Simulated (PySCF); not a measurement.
Gas-phase reaction: GeCl2 + 2 Cl = GeCl4

Computed with PySCF and rigid-rotor harmonic-oscillator thermochemistry at 1 bar. † marks an energy on the PBE0/def2-TZVP geometry and frequencies. CCSD(T) freezes the core. Open shells (unrestricted): Cl (multiplicity 2); the rest are closed-shell singlets. Spin-orbit splitting is ignored; it lowers the true energy and changes the entropy of Cl. B3LYP is the form with VWN-RPA correlation. Ge: all electrons, no relativistic terms. CCSD(T) isn't extrapolated to the basis-set limit.

B3LYP/def2-TZVP† gives ΔH°(298 K) = -525 kJ.

**Question.** What do CCSD(T)/def2-TZVPP†, M06-2X/def2-TZVP†, LDA/def2-TZVP† give?

**Answer.** CCSD(T)/def2-TZVPP†: -583 kJ; M06-2X/def2-TZVP†: -610 kJ; LDA/def2-TZVP†: -688 kJ. For scale, ΔH°(298 K) is -525 kJ at this level, -590 kJ at ωB97M-V/def2-TZVP†, and runs from -688 to -397 kJ over the 20 levels computed.
